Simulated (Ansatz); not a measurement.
Molecule: 2-methyl-3-methylselanylprop-1-ene, C5H10Se, net charge 0, singlet state. 
Structure (B3LYP-D3(BJ)/def2-TZVP (Ansatz, a quantum-chemistry and plane-wave program) minimum search):
```
C
C 1 1.3304
H 2 1.0824 1 121.49
H 2 1.0830 3 117.06 1 -179.03
C 1 1.5022 2 121.77 3 179.97
H 5 1.0883 1 111.38 2 -161.82
H 5 1.0888 6 108.39 1 -123.21
C 1 1.5024 2 122.30 3 0.58
H 8 1.0895 1 111.56 2 -3.12
H 8 1.0929 9 108.45 1 122.76
H 8 1.0941 9 108.31 10 115.25
Se 5 1.9883 6 107.44 7 -110.29
C 12 1.9593 5 98.91 6 -74.73
H 13 1.0873 12 110.00 5 -60.98
H 13 1.0878 14 110.89 10 -35.40
H 13 1.0880 14 109.48 15 -120.83
```

Wanted: vertical triplet-singlet gap (E(triplet) - E(singlet); each state is the SCF solution reached for its spin), in kcal/mol. Valence correlation only, unless marked. Open shells are spin-unrestricted. No spin-orbit coupling. The frozen core is the preceding noble-gas configuration, with the filled d and f shells of earlier blocks. No relativistic terms. 

| level | program | vertical triplet-singlet gap (kcal/mol) |
|---|---|---|
| HF/aug-cc-pVDZ | Ansatz | 93.1 |
| SVWN5/def2-TZVPD | Ansatz | 85.2 |
| PBE/def2-TZVPD | Ansatz | 83.7 |
| r2SCAN/def2-TZVPD | Ansatz | 83.7 |
| BHLYP/def2-TZVPD | Ansatz | 95.6 |
| CAM-B3LYP/def2-TZVPD | Ansatz | 95.5 |
| B2PLYP/def2-TZVPD | Ansatz | 94.8 |
| RI-MP2/aug-cc-pVTZ | Ansatz | 102.4 |
| CCSD(T)/aug-cc-pVDZ | Ansatz | 96.8 |
